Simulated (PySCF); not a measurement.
H₅InO₃Si, SMILES [SiH3][O][In]([OH])[OH].

The structure is a stationary point at PBE0-D3(BJ)/def2-SVP. The def2 effective core potentials stand for the cores of In; spin–orbit coupling is left out. One conformer was computed; it need not be the lowest.

The numbers are results of PBE/def2-TZVP (PySCF), not measurements.

Gas-phase values at a fixed geometry.

Computed frontier levels, gap, dipole moment and polarisability:
```yaml
highest_occupied_level: -6.93 eV
lowest_empty_level: -3.21 eV
orbital_gap: 3.71 eV
dipole_moment: 3.26 D
quadrupole, principal values (traceless, Buckingham form, about the centre of nuclear charge): -13.31, 2.74, 10.57 D·Å
mean_static_polarisability: 73.4 bohr³ (10.88 Å³)
polarisability_principal_values: 56.4, 74.4, 89.5 bohr³
```
